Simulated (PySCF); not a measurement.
# Stretching BeSe

Set-up: basis Be def2-SVP, Se def2-SVP; no relativity; PySCF 2.14. Energies in eV from Be + Se in their ground configurations at the same level. State: ¹Σ⁺ (singlet), closed shell.

All columns are PBE0. A positive dipole means Be(−)Se(+).

```tsv
R (Å)	E (eV)	μ (D)	Mulliken charge on Be (basis-dependent)	HOMO (eV)	LUMO (eV)	Mayer bond order	⟨S²⟩
1.617	-1.852	-4.15	0.07	-7.05	-3.41	2.56	0.00
1.692	-2.464	-4.35	0.13	-6.89	-3.56	2.51	0.00
1.767	-2.806	-4.52	0.18	-6.74	-3.70	2.45	0.00
1.824	-2.928	-4.64	0.21	-6.65	-3.80	2.42	0.00
1.880	-2.961	-4.75	0.24	-6.56	-3.91	2.38	0.00
1.936	-2.925	-4.85	0.26	-6.48	-4.02	2.34	0.00
2.012	-2.794	-4.95	0.29	-6.38	-4.15	2.29	0.00
2.106	-2.541	-5.05	0.31	-6.28	-4.31	2.22	0.00
2.218	-2.159	-5.12	0.33	-6.18	-4.47	2.12	0.00
2.369	-1.601	-5.15	0.34	-6.08	-4.64	1.97	0.00
```

A fit through these points gives, at Re = 1.876 Å, μ = -4.74 D and dμ/dR = -1.82 D/Å; the reduced mass is 8.099 u.

Task: How strong is the fundamental in the double-harmonic approximation, I = 42.26·(dμ/dR)²/μred km/mol?

Result: I = 42.26·(-1.82)²/8.099 = 17.3 km/mol at PBE0.
